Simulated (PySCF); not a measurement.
Si(OH)2 (H2O2Si), SMILES O[Si]O (connectivity only; charge and spin as stated), neutral, multiplicity 1. Atoms are numbered in the order given.

```xyz
5

Si     0.6216     0.0059     0.0000
O     -0.3754     1.3183     0.0000
H     -1.3302     1.1697     0.0000
O     -0.5219    -1.2105     0.0000
H     -0.1934    -2.1152     0.0000
```
Charge 0, spin multiplicity 1.

Geometry: B3LYP-D3(BJ)/def2-TZVP. Other conformers were not sampled.

The numbers are results of CAM-B3LYP/def2-TZVPD run with PySCF, not measurements.

Isolated molecule, no solvent.

| Property | Value |
|---|---|
| total energy | -441.25580 hartree |
| point group | Cs |
| highest occupied level | -8.56 eV |
| lowest empty level | -0.19 eV |
| orbital gap | 8.37 eV |
| dipole moment | 1.76 D |
| quadrupole, principal values (traceless, Buckingham form, about the centre of nuclear charge) | -3.91, -0.17, 4.08 D·Å |
| mean static polarisability | 39.6 bohr³ (5.86 Å³) |
| polarisability, principal values | 35.8, 39.6, 43.3 bohr³ |
